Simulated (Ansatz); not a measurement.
Ideal-gas functions of CH5AlOSi (`O[SiH]1[CH2][AlH]1`) at 500 K and 1 bar, from an Ansatz frequency run at PBE0-D4/def2-TZVP.

Molar mass 88.12 g/mol, point group C1 (symmetry number 1), electronic degeneracy 1, moments of inertia 47.253, 183.519, 202.947 u Å². Harmonic wavenumbers (cm⁻¹, unscaled): 28, 156, 213, 323, 378, 413, 447, 555, 621, 741, 776, 817, 837, 857, 927, 1345, 1917, 2173, 2978, 3151, 3917.

Use S(trans) = R[1.5 ln M + 2.5 ln T − 1.1517]; rotational temperatures θ = 24.2544 K / I; S(rot) = R[ln(√π/σ · √(T³/θAθBθC)) + 1.5]; for each mode x = 1.438777 ν̃/T, S = R[x/(eˣ − 1) − ln(1 − e⁻ˣ)] and H = RT x/(eˣ − 1); 1 cm⁻¹ = 0.0119627 kJ/mol; R = 8.31446 J/(mol·K).

Question: By hand: the entropy, in J/(mol·K).

Answer: Translation 175.5. Rotation: θ = 0.5133, 0.1322, 0.1195 K, giving 114.8. Vibration, mode by mode: 29.26, 15.04, 12.51, 9.22, 8.01, 7.35, 6.77, 5.25, 4.51, 3.43, 3.17, 2.89, 2.76, 2.64, 2.25, 0.86, 0.22, 0.12, 0.02, 0.01, 0.00, in all 116.3. Electronic 0.0. Sum 406.6 J/(mol·K).

Question: By hand: H − E and G − E in kJ/mol, counted from the electronic energy.

Answer: Zero-point energy ½ × 23570 × 0.0119627 = 141.0; thermal vibration 29.1; translation, rotation and pV give 4 RT = 16.6. H − E = 186.7 kJ/mol, and G − E = 186.7 − 500 × 406.6/1000 = -16.6 kJ/mol.

Vibration gives 29 % of the entropy, 29.3 J/(mol·K) of it from the mode under 150 cm⁻¹: soft modes count most, and the harmonic formula is weakest for them. The sum counts one conformer and one mirror image; others add a mixing term.
